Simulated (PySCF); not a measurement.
## Tl(III) with more and more SH

Computed with PySCF 2.14.0, PBE0, def2-SVP on the ligands, density fitting, scalar-relativistic core potentials, no spin-orbit coupling, vacuum. The metal has def2-SVP with ECP60. Each complex is relaxed within the symmetry of its template. Distances are means of the shortest metal–ligand contacts, charges and spins Mulliken's; removal energies are rigid, with the ligand's formal charge and no counterpoise, so too large; for an anion taken off a cation in vacuum most of it is the attraction of opposite charges, and multiply charged cations can part far more cheaply with an electron moved from ligand to metal.

| complex | point group | M–SH (Å) | charge on M (e) | dipole (D) | HOMO–LUMO gap (eV) | removal of one SH (eV) | strongest infrared band, degenerate modes summed (cm⁻¹) | unstable modes (below −25 cm⁻¹) |
| --- | --- | --- | --- | --- | --- | --- | --- | --- |
| [Tl(SH)2]+ | C2 | 2.383 | 0.62 | – | 4.64 | 17.17 | 2674 | 0 |
| [Tl(SH)4]− | S4 | 2.557 | 0.30 | – | 4.93 | 3.95 | 277 | 0 |

(1) What does the calculation give for Tl(SH)3?

Moved off a saddle point of the template and relaxed again: Tl(SH)3, [Tl(SH)4]−. One start shape was tried for each, so a minimum needn't be the lowest isomer.

## Answers

(1) point group: C3h, M–SH (Å): 2.461, charge on M (e): 0.42, dipole (D): 0.01, HOMO–LUMO gap (eV): 4.85, removal of one SH (eV): 9.43, strongest infrared band, degenerate modes summed (cm⁻¹): 330, unstable modes (below −25 cm⁻¹): 0.
```xyz
7

Tl    0.0000    0.0000    0.5274
S     2.4068   -0.5160    0.5271
H     2.7585    0.7896    0.5312
S    -0.7565    2.3423    0.5271
H    -2.0631    1.9942    0.5312
S    -1.6503   -1.8263    0.5271
H    -0.6955   -2.7838    0.5312
```
